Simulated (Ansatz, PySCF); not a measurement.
Dimer: CH4O (SMILES CO) (first 6 atoms) with C2H3N (SMILES CC#N); geometry from B3LYP-D3(BJ)/def2-TZVP, rigid monomers moved along the line of their centres of mass till H6···N9 is 2.83 Å.
(charge 0, multiplicity 1):
| atom | x (Å) | y (Å) | z (Å) |
|---|---|---|---|
| C | -0.5814 | 0.1871 | -0.7437 |
| O | 0.2525 | -0.7388 | -0.0773 |
| H | -1.6344 | 0.0862 | -0.4514 |
| H | -0.5057 | -0.0139 | -1.8130 |
| H | -0.2743 | 1.2262 | -0.5693 |
| H | 0.1926 | -0.5650 | 0.8728 |
| C | -0.2913 | 0.5729 | 6.1643 |
| C | -0.1815 | 0.2925 | 4.7430 |
| N | -0.0941 | 0.0703 | 3.6205 |
| H | -0.4907 | 1.6330 | 6.3216 |
| H | -1.1056 | -0.0081 | 6.5976 |
| H | 0.6383 | 0.3096 | 6.6691 |

Counterpoise-corrected where a basis set is named; no monomer relaxation. Rows marked so take none.

Frozen-core correlation. Rows in 3-21G, 6-31G* carry no dispersion term and start afresh at each structure (6-31G* with six Cartesian d functions). MP2/6-31G* freezes PySCF's default core.

The values were computed with Ansatz (a first-principles code); PySCF for 3-21G rows, 6-31G* rows, the dispersion terms. Each number belongs to the level named beside it.

Other levels give for the interaction energy: PBE/def2-TZVPPD -12.3; B3LYP/def2-TZVPPD -11.1; B3LYP-D3(BJ)/def2-TZVPPD -13.0; wB97M-V/def2-TZVPPD -12.7; CCSD(T)/aug-cc-pVDZ -12.7 kJ/mol.

Q: What do these common cheap choices give for the same quantity: HF/3-21G (no counterpoise), HF/6-31G*, HF/6-31G* (no counterpoise), BP86/6-31G* (no counterpoise), B3LYP/3-21G (no counterpoise), B3LYP/6-31G*, B3LYP/6-31G* (no counterpoise), MP2/6-31G* (no counterpoise)?

A: HF/3-21G (no counterpoise) -16.2; HF/6-31G* -11.8; HF/6-31G* (no counterpoise) -13.1; BP86/6-31G* (no counterpoise) -12.6; B3LYP/3-21G (no counterpoise) -17.3; B3LYP/6-31G* -11.7; B3LYP/6-31G* (no counterpoise) -13.9; MP2/6-31G* (no counterpoise) -15.5 kJ/mol. They span -17.3 to -11.7 kJ/mol.
